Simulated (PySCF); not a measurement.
C4H4ClF, SMILES F[C@H]1C=C(Cl)C1.

Geometry: PBE-D3(BJ)/def2-SVP. The structure was generated by enumeration; whether it is a known compound was not checked.

Level of theory: PBE-D3(BJ)/def2-SVP run with PySCF.

Frequencies are harmonic and unscaled.

| mode | ν (cm⁻¹) | IR (km/mol) | moving atoms (share of kinetic energy) |
|---|---|---|---|
| 1 | 113 | 1.2 | C 38 %, F 37 %, Cl 17 % |
| 2 | 259 | 1.6 | C 54 %, Cl 19 %, F 19 %, H 8 % |
| 3 | 389 | 2.8 | C 46 %, Cl 22 %, F 21 %, H 11 % |
| 4 | 416 | 1.4 | C 50 %, H 26 %, F 22 % |
| 5 | 435 | 6.7 | H 34 %, C 34 %, Cl 19 %, F 13 % |
| 6 | 543 | 19.5 | C 45 %, H 26 %, Cl 21 % |
| 7 | 757 | 23.2 | C 46 %, H 40 %, F 13 % |
| 8 | 831 | 34.4 | H 63 %, C 35 % |
| 9 | 891 | 58.9 | C 80 %, H 17 % |
| 10 | 934 | 11.7 | H 59 %, C 39 % |
| 11 | 969 | 13.1 | C 59 %, H 37 % |
| 12 | 1024 | 22.4 | H 63 %, C 30 % |
| 13 | 1095 | 62.9 | C 49 %, H 43 % |
| 14 | 1125 | 8.5 | C 55 %, H 41 % |
| 15 | 1135 | 0.6 | H 59 %, C 41 % |
| 16 | 1178 | 12.2 | H 51 %, C 43 % |
| 17 | 1246 | 95.3 | C 66 %, H 34 % |
| 18 | 1316 | 59.2 | H 75 %, C 24 % |
| 19 | 1394 | 9.6 | H 86 %, C 14 % |
| 20 | 1611 | 75.5 | C 94 % |
| 21 | 2974 | 36.9 | H 92 % |
| 22 | 2996 | 18.0 | H 95 % |
| 23 | 3066 | 6.1 | H 90 %, C 10 % |
| 24 | 3173 | 0.7 | H 91 %, C 9 % |
